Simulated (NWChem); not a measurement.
# AlSiH5; SMILES [AlH2][SiH3]

```xyz
7

Al     0.0100     1.3145    -0.0058
H     -1.3834     2.1095     0.0137
H      1.3793     2.1497     0.0190
Si     0.0183    -1.1484    -0.0299
H     -0.2794    -1.6692     1.3582
H      1.3414    -1.7367    -0.4507
H     -1.0470    -1.7080    -0.9408
```
Atoms are numbered in this order, from 1.

Level: PBE-D3(BJ)/def2-SVP (NWChem), optimised geometry, unscaled harmonic frequencies. 

```json
[
 {"frequency (cm⁻¹)": "9", "IR intensity (km/mol)": "0.1"},
 {"frequency (cm⁻¹)": "303", "IR intensity (km/mol)": "25.0"},
 {"frequency (cm⁻¹)": "337", "IR intensity (km/mol)": "40.7"},
 {"frequency (cm⁻¹)": "381", "IR intensity (km/mol)": "7.9"},
 {"frequency (cm⁻¹)": "518", "IR intensity (km/mol)": "6.0"},
 {"frequency (cm⁻¹)": "565", "IR intensity (km/mol)": "100.0"},
 {"frequency (cm⁻¹)": "741", "IR intensity (km/mol)": "457.9"},
 {"frequency (cm⁻¹)": "828", "IR intensity (km/mol)": "34.7"},
 {"frequency (cm⁻¹)": "897", "IR intensity (km/mol)": "30.1"},
 {"frequency (cm⁻¹)": "904", "IR intensity (km/mol)": "37.2"},
 {"frequency (cm⁻¹)": "1854", "IR intensity (km/mol)": "147.1"},
 {"frequency (cm⁻¹)": "1868", "IR intensity (km/mol)": "208.9"},
 {"frequency (cm⁻¹)": "2124", "IR intensity (km/mol)": "51.1"},
 {"frequency (cm⁻¹)": "2141", "IR intensity (km/mol)": "72.2"},
 {"frequency (cm⁻¹)": "2152", "IR intensity (km/mol)": "84.9"}
]
```

The zero-point energy is 22.3 kcal/mol and the thermal correction to the enthalpy at 298.15 K (with zero-point energy) comes out as 26.4 kcal/mol. The heat capacity Cv is 17.5 cal/(mol K), the entropy at 298.15 K and 1 atm (symmetry number 1) comes out as 75.1 cal/(mol K) and the dipole moment comes out as 0.27 D.

Rigid rotor and harmonic oscillator; modes under 100 cm⁻¹ make the entropy uncertain.
